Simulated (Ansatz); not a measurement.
Ansatz (a program for electronic structure) input:
A basis named .json is the Basis Set Exchange file of that set.

Ansatz 0.2 input:
```yaml
crystal:
  periodic: [false, false, false]
  atoms:
    - {symbol: Mg, position_ang: [1.07465477, 0.19135820, 0.12472361]}
    - {symbol: Br, position_ang: [-0.32716292, 1.64158889, -1.35875099]}
    - {symbol: Br, position_ang: [-0.04129015, -1.70719742, 1.31598861]}
basis:
  gaussian:
    orbitals: def2-QZVPP.json
hamiltonian:
  xc: {name: PBE0}
total_charge: -1
magnetization: {spin_polarized: true, initial_magnetization: 1}
```

Task: What final total energy does it print?

Result: -5348.00408 Eh (PBE0/def2-QZVPP). The basis has 241 functions.
